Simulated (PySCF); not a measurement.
C₃H₇BN₂, SMILES NB1C=CCN1.

The structure is a stationary point at ωB97X-D3(BJ)/def2-SVP. The structure was generated by enumeration, and PubChem lists no compound with its InChIKey, so it may never have been made. One conformer was computed; it need not be the lowest.

All values below come from PBE/def2-TZVP run with PySCF.

Isolated molecule, no solvent.

```
Item                                                                                                           Result
---------------------------------------------------------------------------------------------  ----------------------
total energy                                                                                       -252.71863 hartree
point group                                                                                                        Cs
highest occupied level                                                                                       -5.13 eV
lowest empty level                                                                                           -0.79 eV
orbital gap                                                                                                   4.35 eV
dipole moment                                                                                                  1.23 D
quadrupole, principal values (traceless, Buckingham form, about the centre of nuclear charge)   -9.40, 3.25, 6.15 D·Å
mean static polarisability                                                                       64.6 bohr³ (9.57 Å³)
polarisability, principal values                                                               44.9, 63.7, 85.1 bohr³
```
